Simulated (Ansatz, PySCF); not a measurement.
Gas-phase reaction (SMILES): CC[Si](N)(N)N + 5 [H][H] (H2) → 2 C (CH4) + 3 N (NH3) + [SiH4] (SiH4); energy of full hydrogenation.

Each molecule is optimised on its own at B3LYP-D3(BJ)/def2-TZVP (Ansatz, a first-principles code), one conformer each, not searched for the lowest. Valence correlation only, unless marked. Spin-orbit coupling is left out. Non-relativistic. CBS marks a two-point X^-3 extrapolation of the correlation energy; Hartree-Fock from the larger set. Thermal terms are rigid-rotor harmonic-oscillator values from B3LYP-D3(BJ) frequencies (Ansatz or PySCF) at 298.15 K and 1 atm. 1 Eh = 627.5095 kcal/mol.

```csv
species,"E, CCSD(T)/CBS(cc-pV(T+d)Z,cc-pV(Q+d)Z) (Ansatz) (Eh)","E, B3LYP-D3(BJ)/def2-TZVPD (Ansatz + dftd3) (Eh)",H - E (Eh)
CC[Si](N)(N)N,-536.02153,-536.86803,0.15561
[H][H] (H2),-1.17450,-1.17983,0.01336
C (CH4),-40.45816,-40.53958,0.04840
N (NH3),-56.50369,-56.58902,0.03799
[SiH4] (SiH4),-291.45815,-291.91976,0.03520
```

Q: Work out ΔE and ΔH at 298.15 K at the first level, then ΔH at the second.

A: 
1. ΔE = [2×(-40.45816) + 3×(-56.50369) + (-291.45815)] - [(-536.02153) + 5×(-1.17450)] = 0.00849 Eh = 5.3 kcal/mol at CCSD(T)/CBS(cc-pV(T+d)Z,cc-pV(Q+d)Z).
2. The terms H - E add up to 0.02356 Eh, so ΔH = (0.00849 + (0.02356))×627.5095 = 20.1 kcal/mol.
3. At B3LYP-D3(BJ)/def2-TZVPD the same steps give ΔE = 0.8 and ΔH = 15.5 kcal/mol, a shift of -4.6 from the first level.
4. These values are not checked against measurement here, since the tables used lack a sound gas-phase enthalpy of formation for at least one species.
